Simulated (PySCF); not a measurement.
A structure optimised at PBE-D3(BJ)/def2-SVP, used in a PySCF frequency run:

```
C
C 1 1.3600
H 2 1.1016 1 120.89
H 2 1.1028 3 117.42 1 179.94
C 1 1.4249 2 122.92 3 -179.79
C 5 1.2285 2 156.80 3 -178.93
H 6 1.0807 2 162.92 3 -179.45
Si 1 1.9043 2 121.50 3 -0.32
H 8 1.5063 1 108.75 2 115.68
H 8 1.5067 9 108.89 1 116.61
C 8 1.8860 9 109.92 10 122.56
H 11 1.1083 8 110.80 9 -177.40
H 11 1.1085 12 108.47 8 -122.22
H 11 1.1088 12 108.18 13 -117.34
```
Charge 0, spin multiplicity 1.

### Question
Write its SMILES and formula.

### Answer
C#CC(=C)[SiH2]C, C5H8Si

### Question
What are its rotational constants (standard atomic weights)?

### Answer
3.5916, 2.1452, 1.5030 GHz
